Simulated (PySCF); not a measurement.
# Electron correlation in Zn²⁺ (zinc, charge +2)

[Ar] 3d9 4s1, high-spin 3D determinant (an excited configuration). Calculation: PySCF 2.14, in def2-TZVPPD (6s6p4d2f1g, 67 functions); the non-relativistic Hamiltonian (point nucleus). Frozen: [Ne]; 18 electrons correlated.

```csv
level,correlation energy (mhartree)
CCSD,-608.38
(T),-8.67
CCSD(T),-617.05
```

Diagnostics: T1 = 0.0068, D1 = 0.0165, largest double amplitude 0.013.

Cost of the coupled-cluster step: roughly 13 core-seconds, for 18 correlated electrons.

Iterations:

```
CC2 = 0
CCSD nocc = (np.int64(10), np.int64(8)), nmo = (62, 62)
frozen orbitals [[0, 1, 2, 3, 4], [0, 1, 2, 3, 4]]
max_cycle = 100
direct = 0
conv_tol = 1e-08
conv_tol_normt = 1e-06
diis_space = 8
diis_start_cycle = 0
Init t2, MP2 energy = -0.645389279584473
Init E_corr(UCCSD) = -0.645389279593428
cycle = 1  E_corr(UCCSD) = -0.592472776649468  dE = 0.0529165029  norm(t1,t2) = 0.063827
cycle = 2  E_corr(UCCSD) = -0.611109976336984  dE = -0.0186371997  norm(t1,t2) = 0.0208456
cycle = 3  E_corr(UCCSD) = -0.608171748180781  dE = 0.00293822816  norm(t1,t2) = 0.00933827
cycle = 4  E_corr(UCCSD) = -0.608236662317725  dE = -6.49141369e-05  norm(t1,t2) = 0.00174076
cycle = 5  E_corr(UCCSD) = -0.608399934996711  dE = -0.000163272679  norm(t1,t2) = 0.000520217
cycle = 6  E_corr(UCCSD) = -0.608384086639728  dE = 1.5848357e-05  norm(t1,t2) = 0.000222625
cycle = 7  E_corr(UCCSD) = -0.608370688310902  dE = 1.33983288e-05  norm(t1,t2) = 5.78924e-05
cycle = 8  E_corr(UCCSD) = -0.608376051797067  dE = -5.36348616e-06  norm(t1,t2) = 1.97168e-05
cycle = 9  E_corr(UCCSD) = -0.608375503870738  dE = 5.47926329e-07  norm(t1,t2) = 4.31653e-06
cycle = 10  E_corr(UCCSD) = -0.608375248496871  dE = 2.55373867e-07  norm(t1,t2) = 1.03751e-06
cycle = 11  E_corr(UCCSD) = -0.608375292644718  dE = -4.41478472e-08  norm(t1,t2) = 3.84435e-07
cycle = 12  E_corr(UCCSD) = -0.608375305269398  dE = -1.26246803e-08  norm(t1,t2) = 1.33671e-07
cycle = 13  E_corr(UCCSD) = -0.608375302199281  dE = 3.07011749e-09  norm(t1,t2) = 4.45118e-08
UCCSD converged
E(UCCSD) = -1777.199519045377  E_corr = -0.6083753021992809
UCCSD(T) correction = -0.00866606462530703
```

This basis was not built for core-valence correlation, so the inner-shell part is incomplete.
